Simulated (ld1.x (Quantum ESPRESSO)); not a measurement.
## What one change does to a pseudopotential (gold, TM)

| Item | Value |
| --- | --- |
| Element | Au (Z = 79) |
| Generator | ld1.x (Quantum ESPRESSO) 7.5 |
| Type | norm-conserving Troullier–Martins (Kleinman–Bylander form) |
| Functional | LDA (PZ) |
| Relativity | scalar-relativistic |
| Frozen core | [Kr] 4d10 4f14 5s2 |
| Valence charge | 17 |
| Reference configuration | 5p6 5d10 6s1 6p0 |
| Partial waves | 6s (bound): rc 1.95 bohr; 5p (bound): rc 1.60 bohr; 5d (bound): rc 1.90 bohr |
| Local potential | all-electron potential smoothed inside 1.55 bohr (lloc = -2) |
| Core correction | a·sin(br)/r model core, default radius (core density twice the valence density) |

All-electron outer shells of the reference configuration (LDA (PZ), scalar-relativistic, ld1.x):

| shell | level (eV) | outermost node (bohr) | outermost maximum (bohr) |
| --- | --- | --- | --- |
| 5s | -108.78 | 0.48 | 0.84 |
| 4f | -81.59 | – | 0.37 |
| 5p | -60.06 | 0.52 | 0.96 |
| 5d | -7.12 | 0.56 | 1.21 |
| 6s | -6.09 | 1.11 | 2.32 |
| 6p | -0.89 | 1.32 | 3.51 |

Change: local potential all-electron potential smoothed inside 0.96 bohr (lloc = -2).

Cutoffs: the cutoffs (Ry, on a coarse ladder) from which the occupation-weighted sum of valence levels, in a spherical-Bessel basis at the reference potential, stays within 10 and 1 mRy of its value at 400 Ry; they do not see the model core or the augmentation charge, which bear on the density cutoff. Errors are all-electron minus pseudo energies relative to the spin-unpolarised reference configuration.

Q: Predict the effect on cutoff, ghosts and configuration errors.

A: The potential gets neither clearly harder nor softer (55 Ry and 80 Ry → 50 Ry and 80 Ry); both files keep a bound ghost (s); of the 9 tests that both files solve, the error grows in 1 and shrinks in 5 by more than 15 % and 0.3 meV (median size 8.4 → 4.2 meV); the range in which the s phases agree narrows (upper end at the end of the scan → 0.5); the range in which the d phases agree narrows (upper end at the end of the scan → 3.8).

| quantity | base | changed |
| --- | --- | --- |
| cutoff, loose | 55 Ry | 50 Ry |
| cutoff, tight | 80 Ry | 80 Ry |
| bound ghosts | s | s |
| error for 5p6 5d10 6s0 6p0, meV [ΔE 9.77 eV] | -11 | -11 |
| error for 5p6 5d9 6s0 6p0, meV [ΔE 31.28 eV] | -6.2 | -4.2 |
| error for 5p6 5d8 6s0 6p0, meV [ΔE 65.44 eV] | -8.4 | +3.2 |
| error for 5p6 5d10 6s0 6p1, meV [ΔE 5.40 eV] | +33 | +100 |
| error for 5p6 5d10 6s0.5 6p0, meV [ΔE 3.95 eV] | -3.2 | -3.0 |
| error for 5p6 5d9 6s1 6p0, meV [ΔE 12.37 eV] | -14 | +8.0 |
| error for 5p6 5d7 6s0 6p0, meV [ΔE 113.44 eV] | -28 | +5.5 |
| error for 5p6 5d10 6s1 6p0 (spin-polarised), meV [ΔE -0.13 eV] | +0.1 | +0.2 |
| error for 5p6 5d9 6s0 6p0 (spin-polarised), meV [ΔE 31.13 eV] | -4.0 | -1.9 |
| s: phases at 2.14 bohr within 0.05 rad from the reference energy up to (Ry; the scan ends near 5) | to the end of the scan | 0.5 |
| p: phases at 2.14 bohr within 0.05 rad from the reference energy up to (Ry; the scan ends near 5) | 0.9 | 0.2 |
| d: phases at 2.14 bohr within 0.05 rad from the reference energy up to (Ry; the scan ends near 5) | to the end of the scan | 3.8 |

Base: These tests converged, but a pseudo level misses the all-electron one widely, so the file describes the atom poorly there or has found another state: 5p6 5d7 6s0 6p0: empty 6s by 6.8 eV. Changed file: These tests converged, but a pseudo level misses the all-electron one widely, so the file describes the atom poorly there or has found another state: 5p6 5d7 6s0 6p0: empty 6s by 6.3 eV. A true bound ghost makes a file unfit for plane-wave use even where its test errors are small: the radial tests pick states by their node count and pass the ghost by.
